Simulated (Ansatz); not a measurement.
`CN(C)c1cc2sc(-c3cc4sc(-c5cc6sc(-c7cc8sc(-c9cc%10sc(-c%11cc%12sc(C#N)cc%12s%11)cc%10s9)cc8s7)cc6s5)cc4s3)cc2s1`. Charge 0, multiplicity 1. Geometry PBE-D4/def2-SVP; atoms count from 1.

Cartesian coordinates in Å:
```
C 8.930 -7.753 13.145
N 7.508 -7.945 12.940
C 6.698 -8.446 14.032
C 6.914 -7.263 11.905
C 7.529 -6.511 10.899
C 6.567 -6.002 9.986
S 6.644 -5.027 8.547
C 4.884 -5.083 8.351
C 4.246 -4.407 7.251
C 2.902 -4.040 7.132
C 2.639 -3.411 5.893
S 1.228 -2.726 5.138
C 2.165 -2.252 3.711
C 1.512 -1.577 2.622
C 0.203 -1.088 2.560
C -0.071 -0.483 1.312
S -1.455 0.297 0.601
C -0.565 0.615 -0.896
C -1.200 1.293 -1.996
C -0.709 1.464 -3.294
C -1.614 2.184 -4.105
S -1.624 2.714 -5.764
C -3.229 3.440 -5.568
C -3.857 4.090 -6.686
C -3.393 4.197 -8.001
C -4.301 4.907 -8.819
S -4.339 5.370 -10.495
C -5.909 6.161 -10.287
C -6.559 6.805 -11.401
C -7.818 7.411 -11.421
C -8.122 7.939 -12.699
S -9.478 8.787 -13.378
C -8.673 8.870 -14.950
C -9.318 9.502 -16.037
N -9.862 10.031 -16.938
C -7.413 8.266 -14.942
C -7.109 7.743 -13.666
S -5.754 6.894 -12.974
C -6.371 6.059 -8.971
C -5.464 5.352 -8.151
S -5.426 4.883 -6.474
C -3.718 3.275 -4.268
C -2.806 2.570 -3.451
S -2.792 2.040 -1.792
C 0.744 0.125 -0.834
C 1.013 -0.494 0.407
S 2.396 -1.282 1.116
C 3.508 -2.621 3.829
C 3.768 -3.274 5.055
S 5.178 -3.967 5.810
C 4.278 -5.821 9.371
C 5.230 -6.327 10.285
S 5.145 -7.299 11.737
H 9.183 -6.713 13.464
H 9.488 -7.969 12.211
H 9.285 -8.458 13.919
H 7.290 -9.167 14.627
H 6.327 -7.642 14.713
H 5.817 -8.991 13.633
H 8.609 -6.343 10.833
H 2.168 -4.204 7.930
H -0.502 -1.165 3.398
H 0.257 1.063 -3.627
H -2.440 3.767 -8.335
H -8.479 7.457 -10.547
H -6.771 8.221 -15.830
H -7.324 6.487 -8.635
H -4.699 3.649 -3.947
H 1.462 0.231 -1.656
H 4.256 -2.409 3.053
H 3.196 -5.995 9.417
```

Single mean-field runs in def2-SVP are fitted with def2-universal-jkfit.

Estimate the Mulliken populations of the heavy atoms from the PBE0/def2-SVP orbitals of Ansatz.


| atom | charge (e) |
| --- | --- |
| C1 | 0.05 |
| N2 | -0.39 |
| C3 | 0.04 |
| C4 | 0.03 |
| C5 | -0.06 |
| C6 | -0.06 |
| S7 | 0.14 |
| C8 | -0.12 |
| C9 | -0.11 |
| C10 | -0.02 |
| C11 | -0.06 |
| S12 | 0.14 |
| C13 | -0.11 |
| C14 | -0.10 |
| C15 | -0.03 |
| C16 | -0.06 |
| S17 | 0.15 |
| C18 | -0.11 |
| C19 | -0.10 |
| C20 | -0.02 |
| C21 | -0.06 |
| S22 | 0.15 |
| C23 | -0.10 |
| C24 | -0.09 |
| C25 | -0.03 |
| C26 | -0.06 |
| S27 | 0.16 |
| C28 | -0.11 |
| C29 | -0.10 |
| C30 | -0.01 |
| C31 | -0.06 |
| S32 | 0.21 |
| C33 | -0.27 |
| C34 | -0.08 |
| N35 | 0.00 |
| C36 | 0.07 |
| C37 | -0.07 |
| S38 | 0.16 |
| C39 | -0.01 |
| C40 | -0.06 |
| S41 | 0.15 |
| C42 | -0.03 |
| C43 | -0.06 |
| S44 | 0.15 |
| C45 | -0.01 |
| C46 | -0.06 |
| S47 | 0.14 |
| C48 | -0.03 |
| C49 | -0.07 |
| S50 | 0.15 |
| C51 | -0.01 |
| C52 | -0.07 |
| S53 | 0.09 |
Mulliken values depend strongly on the basis.

And the Mayer bond orders between heavy atoms (over 0.3, the first 40 of 64)?

C1–N2 0.99 (1.45 Å); N2–C3 0.98 (1.45 Å); N2–C4 1.15 (1.37 Å); C4–C5 1.46 (1.40 Å); C4–S53 1.10 (1.78 Å); C5–C6 1.25 (1.42 Å); C6–S7 1.09 (1.74 Å); C6–C52 1.42 (1.41 Å); S7–C8 1.08 (1.77 Å); C8–C9 1.17 (1.44 Å); C8–C51 1.51 (1.40 Å); C9–C10 1.50 (1.40 Å); C9–S50 1.10 (1.77 Å); C10–C11 1.29 (1.41 Å); C11–S12 1.08 (1.74 Å); C11–C49 1.39 (1.41 Å); S12–C13 1.09 (1.77 Å); C13–C14 1.21 (1.44 Å); C13–C48 1.48 (1.40 Å); C14–C15 1.48 (1.40 Å); C14–S47 1.10 (1.77 Å); C15–C16 1.30 (1.41 Å); C16–S17 1.08 (1.74 Å); C16–C46 1.39 (1.41 Å); S17–C18 1.09 (1.77 Å); C18–C19 1.18 (1.44 Å); C18–C45 1.50 (1.40 Å); C19–C20 1.50 (1.40 Å); C19–S44 1.10 (1.77 Å); C20–C21 1.30 (1.41 Å); C21–S22 1.08 (1.74 Å); C21–C43 1.39 (1.41 Å); S22–C23 1.10 (1.77 Å); C23–C24 1.22 (1.44 Å); C23–C42 1.48 (1.40 Å); C24–C25 1.48 (1.40 Å); C24–S41 1.10 (1.77 Å); C25–C26 1.30 (1.41 Å); C26–S27 1.08 (1.74 Å); C26–C40 1.39 (1.41 Å).
